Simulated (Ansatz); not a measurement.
Basis-set series for CH$_{7}$OSbSi (`C[O][SbH][SiH3]`). The species carries charge 0 and has multiplicity 1. Sb: def2 effective core potential. The geometry is a stationary point of PBE0-D4/def2-TZVP. It is one conformer, not always the lowest.

```
functional       basis  functions  energy (Eh)  HOMO (eV)  LUMO (eV)
   PBE0-D4    def2-SVP        107   -646.83223      -6.72      -1.06
   PBE0-D4  def2-QZVPP        476   -647.10510      -6.87      -1.32
   ωB97M-V    def2-SVP        107   -646.94538      -8.76       0.84
   ωB97M-V  def2-QZVPP        476   -647.22560      -8.92       0.38
```

(1) Give the rows for def2-TZVPP. (An estimate is asked.)

Results:

(1) Computed: 
```csv
functional,basis,functions,energy (Eh),HOMO (eV),LUMO (eV)
PBE0-D4,def2-TZVPP,252,-647.08576,-6.84,-1.28
ωB97M-V,def2-TZVPP,252,-647.20692,-8.89,0.47
```

Positive LUMOs are unbound and depend on the basis.
